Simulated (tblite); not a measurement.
C7H8P (charge -1).
SMILES with atom numbers: `[CH2:1]=[CH:2][c:3]1[cH:4][p-:5][c:6]([CH3:7])[cH:8]1` (hydrogens: H9, H10 on C1; H11 on C2; H12 on C4; H13, H14, H15 on C7; H16 on C8)

Cartesian coordinates in Å at the GFN2-xTB level; atoms count from 1:
```xyz
16
C7H8P angstrom
C     -2.637    0.632    1.070
C     -2.176    0.190   -0.107
C     -0.816   -0.069   -0.471
C     -0.459   -0.533   -1.737
P      1.243   -0.778   -1.944
C      1.504   -0.243   -0.276
C      2.854   -0.171    0.377
C      0.328    0.088    0.347
H     -1.983    0.849    1.897
H     -3.692    0.793    1.244
H     -2.901   -0.006   -0.895
H     -1.170   -0.727   -2.531
H      3.299   -1.164    0.477
H      2.767    0.266    1.375
H      3.544    0.441   -0.208
H      0.288    0.440    1.370
```

Computed values, GFN2-xTB/tblite, gas phase, harmonic and unscaled. Errors from tens to a few hundred cm⁻¹ against measured bands are possible. One conformer, not necessarily the lowest. The optimisation stopped once no atom felt more than 0.01 eV/Å.

Lowest wavenumbers of the output (negative numbers stand for imaginary wavenumbers):
```
mode    cm-1
  1     -57.4
  2     100.0
  3     175.8
  4     177.5
  5     261.8
  6     309.2
  7     423.0
  8     430.9
  9     512.8
 10     523.6
```

Task: Is this structure a minimum?

Result: Not by this Hessian. 1 mode is imaginary beyond 20i (57i cm⁻¹), so at this level the point lies at or near a first-order saddle. The curvature is small, so loose convergence or finite differences may be the whole cause.

Task: Which atoms move in the imaginary mode?

Result: 57i: H15 (methyl hydrogen) 35 %, H13 (methyl hydrogen) 34 %, H14 (methyl hydrogen) 29 %. These are shares of the mass-weighted motion.

Task: What is the remedy?

Result: Step along that mode in both directions, optimise again with tighter thresholds and repeat the frequencies. The zero-point energy of this point (76.9 kcal/mol) counts the 41 real modes alone, and thermal corrections from it aren't those of a minimum.
